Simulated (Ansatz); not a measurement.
Geometry optimisation, RKS B3LYP/def2-SVP (Ansatz 0.2.0).

Input:

```yaml
crystal:
  periodic: [false, false, false]
  atoms:
    - { symbol: O, position_ang: [1.1899, -0.8301, 0.7147] }
    - { symbol: In, position_ang: [-0.3263, 0.3426, -0.2962] }
    - { symbol: H, position_ang: [0.2275, -1.2238, 0.791] }
    - { symbol: H, position_ang: [-1.4589, 0.1951, -0.9665] }
    - { symbol: H, position_ang: [2.10332, -0.45123, 0.7619] }
basis:
  gaussian: { orbitals: def2-SVP }
hamiltonian:
  xc: b3lyp
relax:
  f_tol: 0.02
  max_steps: 50
```

Command:

```bash
$ ansatz run input.yaml --threads 1 --pin off --max-ram 2048MiB --backend cpu --events-out ev --progress --plain --runs-dir out
```

Problem. Where does it end, and by what steps?

Solution. It converged. After 24 steps the energy has fallen by 6.282 eV; In2 moved furthest, 0.92 Å. The start is strongly strained (largest force component 11 eV/Å), so its close contacts needn't be bonds. Parted: O1–In2, In2–H3.

```json
{"step": "0", "energy less start (eV)": "0.0000", "largest force component (eV/Å)": "11.121", "accepted": "yes"}
{"step": "1", "energy less start (eV)": "-3.1150", "largest force component (eV/Å)": "4.553", "accepted": "yes"}
{"step": "2", "energy less start (eV)": "-4.4554", "largest force component (eV/Å)": "2.476", "accepted": "yes"}
{"step": "3", "energy less start (eV)": "-5.0634", "largest force component (eV/Å)": "2.762", "accepted": "yes"}
{"step": "4", "energy less start (eV)": "-5.6810", "largest force component (eV/Å)": "1.899", "accepted": "yes"}
{"step": "5", "energy less start (eV)": "-6.0843", "largest force component (eV/Å)": "1.385", "accepted": "yes"}
{"step": "6", "energy less start (eV)": "-6.2401", "largest force component (eV/Å)": "0.668", "accepted": "yes"}
{"step": "7", "energy less start (eV)": "-6.2560", "largest force component (eV/Å)": "0.070", "accepted": "yes"}
{"step": "8", "energy less start (eV)": "-6.2584", "largest force component (eV/Å)": "0.132", "accepted": "yes"}
{"step": "9", "energy less start (eV)": "-6.2615", "largest force component (eV/Å)": "0.152", "accepted": "yes"}
{"step": "10", "energy less start (eV)": "-6.1357", "largest force component (eV/Å)": "2.921", "accepted": "no"}
{"step": "11", "energy less start (eV)": "-6.2647", "largest force component (eV/Å)": "0.087", "accepted": "yes"}
{"step": "12", "energy less start (eV)": "-6.2664", "largest force component (eV/Å)": "0.101", "accepted": "yes"}
{"step": "13", "energy less start (eV)": "-6.2671", "largest force component (eV/Å)": "0.303", "accepted": "yes"}
{"step": "14", "energy less start (eV)": "-6.2699", "largest force component (eV/Å)": "0.145", "accepted": "yes"}
{"step": "15", "energy less start (eV)": "-6.2705", "largest force component (eV/Å)": "0.112", "accepted": "yes"}
{"step": "16", "energy less start (eV)": "-6.2444", "largest force component (eV/Å)": "0.921", "accepted": "no"}
{"step": "17", "energy less start (eV)": "-6.2732", "largest force component (eV/Å)": "0.040", "accepted": "yes"}
{"step": "18", "energy less start (eV)": "-6.2746", "largest force component (eV/Å)": "0.028", "accepted": "yes"}
{"step": "19", "energy less start (eV)": "-6.2727", "largest force component (eV/Å)": "0.593", "accepted": "no"}
{"step": "20", "energy less start (eV)": "-6.2777", "largest force component (eV/Å)": "0.033", "accepted": "yes"}
{"step": "21", "energy less start (eV)": "-6.2783", "largest force component (eV/Å)": "0.186", "accepted": "yes"}
{"step": "22", "energy less start (eV)": "-6.2769", "largest force component (eV/Å)": "0.331", "accepted": "no"}
{"step": "23", "energy less start (eV)": "-6.2813", "largest force component (eV/Å)": "0.030", "accepted": "yes"}
{"step": "24", "energy less start (eV)": "-6.2816", "largest force component (eV/Å)": "0.006", "accepted": "yes"}
```

```xyz
5
Properties=species:S:1:pos:R:3
O 1.251 -0.775 0.362
In -0.192 1.185 -0.653
H 0.369 -1.194 0.369
H -1.251 -0.393 -0.352
H 1.558 -0.789 1.279
```

Time of the run: 40 s on 1 CPU thread of a shared host.
